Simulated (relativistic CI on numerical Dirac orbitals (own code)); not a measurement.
Electric-dipole lines of Pr XV

Calculated at this level of theory: Dirac-Coulomb-Breit CI, KLI orbitals optimised for each configuration, model QED, unscaled Slater integrals (own radial code, finite nucleus).

Configurations in the expansion (outside the closed core [Ar] 3d10): 4s²4p⁶4d⁹, 4s²4p⁵4d¹⁰, 4s²4p⁶4d⁸4f, 4s4p⁶4d¹⁰, 4s²4p⁶4d⁸5s, 4s²4p⁵4d⁹4f, 4s²4p⁶4d⁸5p, 4s²4p⁶4d⁷4f5s, 4s4p⁶4d⁹4f, 4s²4p⁶4d⁸5d, 4s²4p⁶4d⁷5s5p, 4s²4p⁶4d⁸6s, 4s²4p⁵4d⁹5s, 4s²4p⁶4d⁸5f, 4s²4p⁶4d⁸6p, 4s²4p⁶4d⁸5g, 4s²4p⁵4d⁹5p, 4s²4p⁶4d⁸6d, 4s²4p⁶4d⁸7s, 4s²4p⁶4d⁸6f, 4s²4p⁶4d⁸7p, 4s²4p⁵4d⁹5d, 4s4p⁶4d⁹5s, 4s²4p⁶4d⁷5s², 4s²4p⁶4d⁶4f5s², 4s²4p⁵4d⁷4f5s², 4s²4p⁶4d⁶5s²5p, 4p⁶4d⁹4f², 4p⁵4d¹⁰4f², 4p⁶4d⁸4f³, 4p⁶4d⁸4f²5s, 4p⁵4d⁹4f³, 4p⁶4d⁸4f²5p. Double excitations out of closed p, d and f shells are left out; levels of such configurations are missing from the list, as are those of other unlisted configurations, and high levels can miss mixing partners. These lack a partner that the ground configuration has and come out too high: 4s²4p⁶4d⁸5d, 4s²4p⁶4d⁸6s, 4s²4p⁵4d⁹5s, 4s²4p⁶4d⁸5f, 4s²4p⁶4d⁸6p.

| λ vac (nm) | Lower | Upper | A (s⁻¹) | E lower (cm⁻¹) | E upper (cm⁻¹) |
| --- | --- | --- | --- | --- | --- |
| 7.8290 | 4s²4p⁶4d⁹ ²D3/2 [2] | 4s²4p⁶4d⁸4f ²P°1/2 [145] | 2.34e+12 | 32083 | 1309386 |
| 7.9926 | 4s²4p⁶4d⁹ ²D3/2 [2] | 4s²4p⁶4d⁸4f ²F°5/2 [143] | 1.27e+12 | 32083 | 1283234 |
| 8.0003 | 4s²4p⁶4d⁹ ²D5/2 [1] | 4s²4p⁶4d⁸5p ⁴D°7/2 [128] | 1.02e+12 | 0 | 1249953 |
| 8.0148 | 4s²4p⁶4d⁹ ²D5/2 [1] | 4s²4p⁶4d⁸4f ²F°7/2 [127] | 2.13e+12 | 0 | 1247684 |
| 8.0311 | 4s²4p⁶4d⁹ ²D5/2 [1] | 4s²4p⁶4d⁸5p ²D°3/2 [124] | 6.91e+11 | 0 | 1245158 |
| 8.0335 | 4s²4p⁶4d⁹ ²D3/2 [2] | 4s²4p⁶4d⁸5p ²P°1/2 [140] | 1.18e+12 | 32083 | 1276874 |
| 8.0430 | 4s²4p⁶4d⁹ ²D3/2 [2] | 4s²4p⁶4d⁸4f ²F°5/2 [139] | 1.78e+12 | 32083 | 1275396 |
| 8.0621 | 4s²4p⁶4d⁹ ²D5/2 [1] | 4s²4p⁶4d⁸4f ²P°3/2 [123] | 1.29e+12 | 0 | 1240377 |
| 8.0900 | 4s²4p⁶4d⁹ ²D5/2 [1] | 4s²4p⁶4d⁸4f ²D°5/2 [122] | 2.26e+12 | 0 | 1236091 |
| 8.1089 | 4s²4p⁶4d⁹ ²D5/2 [1] | 4s²4p⁶4d⁸5p ⁴F°7/2 [121] | 2.35e+11 | 0 | 1233218 |
| 8.1166 | 4s²4p⁶4d⁹ ²D5/2 [1] | 4s²4p⁶4d⁸5p ²F°5/2 [120] | 4.38e+11 | 0 | 1232042 |
| 8.1178 | 4s²4p⁶4d⁹ ²D3/2 [2] | 4s²4p⁶4d⁸4f ²D°3/2 [134] | 2.46e+12 | 32083 | 1263939 |
| 8.1284 | 4s²4p⁶4d⁹ ²D5/2 [1] | 4s²4p⁶4d⁸5p ²P°3/2 [118] | 8.84e+11 | 0 | 1230255 |
| 8.1578 | 4s²4p⁶4d⁹ ²D3/2 [2] | 4s²4p⁶4d⁸5p ²F°5/2 [132] | 4.25e+11 | 32083 | 1257901 |
| 8.1627 | 4s²4p⁶4d⁹ ²D5/2 [1] | 4s²4p⁶4d⁸5p ²P°3/2 [115] | 6.33e+11 | 0 | 1225083 |
| 8.1848 | 4s²4p⁶4d⁹ ²D3/2 [2] | 4s²4p⁶4d⁸5p ²D°3/2 [129] | 4.92e+11 | 32083 | 1253857 |
| 8.2272 | 4s²4p⁶4d⁹ ²D5/2 [1] | 4s²4p⁶4d⁸5p ²F°7/2 [112] | 2.08e+11 | 0 | 1215475 |
| 8.2435 | 4s²4p⁶4d⁹ ²D3/2 [2] | 4s²4p⁶4d⁸5p ²D°3/2 [124] | 5.68e+11 | 32083 | 1245158 |
| 8.2584 | 4s²4p⁶4d⁹ ²D5/2 [1] | 4s²4p⁶4d⁸5p ²D°5/2 [110] | 5.13e+11 | 0 | 1210893 |
| 10.670 | 4s²4p⁶4d⁸4f ⁴I°15/2 [11] | 4s²4p⁵4d⁹4f ⁴H13/2 [277] | 2.11e+11 | 936041 | 1873225 |

Terms are leading LS components. Brackets give the number of a level in order of energy, since labels repeat. The list gives strong lines, with weight on those to low levels, without lines whose two gauges differ by over a factor of 2.5, among the lowest 400 of 10883 levels, so that lines to higher ones, which can be the strongest, are missing. Levels whose partners in the same complex of configurations lie outside the list can be far off, and so can their lines. Rates are taken at the computed energies, electric ones in the length gauge.

At this charge energies of transitions that change n are usually good to better than 1 %, and those within a shell (Δn = 0) to a few per cent. Levels and lines within the n = 5 or 6 shells can be off by up to 10 % or somewhat more, and those that change n by about 2 %, since core polarisation is missing.

LS names give the leading component of a level, which can be under half, so a name can repeat, a term be missing and a line seem to break the LS rules.
